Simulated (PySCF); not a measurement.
This PySCF input asks for the NMR shieldings of SMILES C=CC[C@H]1C(F)=C1B(F)F, C₆H₆BF₃; the geometry comes from GFN2-xTB.

```python
import basis_set_exchange as bse
import numpy as np
from pyscf import gto, dft
from pyscf.prop import nmr

atoms = """
C     2.540587    0.223092   -1.298519
C     1.401333    0.457683   -0.676561
C     0.947967   -0.260036    0.558935
C    -0.397866   -0.922257    0.316928
C    -1.418492   -1.004119    1.370897
F    -1.746805   -1.599355    2.488663
C    -1.701743   -0.103024    0.459471
B    -2.583909    0.996335   -0.102871
F    -2.257181    1.691838   -1.174983
F    -3.734673    1.336222    0.445195
H     3.241115   -0.514595   -0.941547
H     2.827314    0.761308   -2.185351
H     0.707980    1.198713   -1.050996
H     1.684281   -1.014077    0.845765
H     0.850390    0.458761    1.377523
H    -0.367896   -1.697545   -0.443962
"""
names = dict.fromkeys(["C", "F", "B", "H"], "pcSseg-1")
basis = {el: gto.basis.parse(bse.get_basis(n, elements=[el], fmt="nwchem")) for el, n in names.items()}
mol = gto.M(atom=atoms, basis=basis, charge=0, verbose=0)
mf = dft.RKS(mol, xc="PBE0")
mf.grids.level = 2
mf.grids.alignment = dft.numint.BLKSIZE   # the property module wants whole blocks of grid points
mf.conv_tol = 1e-9
mf.kernel()

calc = nmr.RKS(mf)   # GIAO
C = mf.mo_coeff
Co = C[:, mf.mo_occ > 0]
resp = mf.gen_response(singlet=True, hermi=2)
def vind(x):   # induced exchange potential for any number of trial vectors
    d = np.einsum("pi,xij,qj->xpq", C, 2 * x.reshape(-1, C.shape[1], Co.shape[1]), Co, optimize=True)
    return np.einsum("xpq,pi,qj->xij", resp(d - d.transpose(0, 2, 1)), C, Co, optimize=True).ravel()
mo1, _ = nmr.rhf.solve_mo1(calc, with_cphf=vind)
sigma = calc.kernel(mo1)
for i, s in enumerate(sigma):   # ppm
    w = np.linalg.eigvalsh((s + s.T) / 2)
    print("%2d %-2s iso %8.1f  s11 %8.1f  s22 %8.1f  s33 %8.1f" % (i, mol.atom_pure_symbol(i), w.mean(), *w))
```

Problem. Give the expected output.

Solution. 
```
 0 C  iso     63.9  s11    -48.0  s22     82.3  s33    157.3
 1 C  iso     41.9  s11    -80.8  s22     48.6  s33    157.9
 2 C  iso    139.1  s11    126.5  s22    136.7  s33    154.1
 3 C  iso    150.5  s11    114.6  s22    136.2  s33    200.7
 4 C  iso     -4.8  s11   -147.0  s22     59.3  s33     73.2
 5 F  iso    255.7  s11     71.4  s22    188.9  s33    506.7
 6 C  iso    103.8  s11     15.2  s22    119.6  s33    176.5
 7 B  iso     81.4  s11     72.8  s22     80.8  s33     90.6
 8 F  iso    258.4  s11     95.8  s22    311.3  s33    368.0
 9 F  iso    247.2  s11     97.1  s22    279.5  s33    365.0
10 H  iso     26.2  s11     23.0  s22     25.5  s33     30.2
11 H  iso     26.3  s11     23.4  s22     25.1  s33     30.3
12 H  iso     25.3  s11     22.9  s22     23.9  s33     29.2
13 H  iso     29.1  s11     25.4  s22     28.7  s33     33.2
14 H  iso     30.0  s11     26.7  s22     29.3  s33     33.9
15 H  iso     29.3  s11     24.0  s22     28.1  s33     35.7
```

These numbers come from an equivalent density-fitted implementation of the same equations, which agrees with the script to about 0.01 ppm for H and up to a few tenths of a ppm for heavy atoms, so last digits may differ.

Size and cost of the density-fitted run: 200 basis functions, 40 s wall time on 1 thread of an Arm Neoverse V2, shared host; peak memory 0.92 GiB.
